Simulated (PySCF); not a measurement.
From one molecule to another.

First species: C8H10FP.
SMILES: `C1P(/C=C\C)C=CC(F)C=1`

Second species: C8H10FP.
Cartesian coordinates in Å at the GFN2-xTB level; atoms count from 1:
```
atom  x, y, z in Å
C1     0.0335   -1.8466   -1.6877
P2    -0.2456   -0.5341   -0.6540
C3     1.2827    0.1831   -0.1846
C4     2.3695    0.6218    0.0993
C5     3.6617    1.1583    0.4485
C6    -1.1262   -1.1124    0.8625
C7    -2.4824   -0.4918    0.7657
C8    -2.5710    0.5505   -0.0473
F9    -3.7283    1.2082   -0.2724
C10   -1.3569    1.0245   -0.7616
H11    0.6006   -1.5741   -2.5721
H12   -0.8864   -2.3752   -1.9238
H13    4.2299    0.4150    1.0070
H14    4.2091    1.4141   -0.4584
H15    3.5469    2.0531    1.0599
H16   -0.5912   -0.7870    1.7614
H17   -1.1578   -2.2049    0.8616
H18   -3.3177   -0.8859    1.3203
H19   -0.8949    1.8717   -0.2481
H20   -1.5806    1.3223   -1.7891
```

Levels: PBE0/pcSseg-1 for HOMO energy, LUMO energy and HOMO–LUMO gap. Geometries: GFN2-xTB. Each structure is a single optimised conformer of the isolated species, non-relativistic unless stated; the electronic structure was computed with PySCF and density fitting.

The conformers computed, where there is a choice (atom-mapped SMILES and torsion angles):
- `[CH3:1]/[CH:2]=[CH:3]\[P:4]1[CH:5]=[CH:6][CH:7]([F:8])[CH:9]=[CH:10]1`: C2–C3–P4–C5 175°

The conformers of `C=[P@]1(C#CC)CC=C(F)C1` aren't listed.

Values for the first species:

```
HOMO energy   : -6.52 eV
LUMO energy   : -0.40 eV
HOMO–LUMO gap : 6.12 eV
```

(1) Estimate the same properties for the second species, and the change in each.

Results:

(1) 
```json
{"property": "HOMO energy", "first": "-6.52 eV", "second": "-5.53 eV", "second less first": "+0.99 eV"}
{"property": "LUMO energy", "first": "-0.40 eV", "second": "-0.27 eV", "second less first": "+0.13 eV"}
{"property": "HOMO–LUMO gap", "first": "6.12 eV", "second": "5.26 eV", "second less first": "-0.86 eV"}
```

